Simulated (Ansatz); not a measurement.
Sc, charge +2, doublet (a state made from the parent by changing its charge; the spin is typed, not shown lowest); PBE/6-31G* (Ansatz, a first-principles code).

Input for Ansatz:
Ansatz 0.2 input:
```yaml
crystal:
  periodic: [false, false, false]
  atoms:
    - {symbol: Sc, position_ang: [0.00000000, 0.00000000, 0.00000000]}
basis:
  gaussian:
    orbitals: 6-31G*
hamiltonian:
  xc: pbe
total_charge: 2
magnetization: {spin_polarized: false, initial_magnetization: 1}
```

The log (banner, timings and long lists left out):

```
Functional definition: PBE
404 factors; their error is unknown
mean field evaluation 1: about -20669.4528 eV, gradient 1.5e1 eV
mean field evaluation 2: about -20669.8608 eV, gradient 1.1e1 eV
mean field evaluation 4: about -20670.0320 eV, gradient 5.8e0 eV
mean field evaluation 8: about -20670.0475 eV, gradient 4.5e0 eV
mean field evaluation 16: about -20670.0672 eV, gradient 2.3e-2 eV
mean field evaluation 32: about -20670.0943 eV, gradient 8.0e-1 eV
mean field evaluation 64: about -20670.0573 eV, gradient 9.6e-1 eV
mean field evaluation 96: about -20670.0642 eV, gradient 2.2e-1 eV
mean field evaluation 128: about -20670.0643 eV, gradient 2.7e-1 eV
mean field -20670.06441722 eV, -759.6108566601 hartree, gradient 4.0e-7 eV, S^2 0.750000; 13 other end points of the search recorded, 0 dependent functions left out
reference -20670.06443111 eV, -759.6108571704 hartree; 10, 9 occupied and 26, 27 virtual orbitals, 404 factors
Total energy: -20670.06443111 eV, -759.6108571704 hartree
```
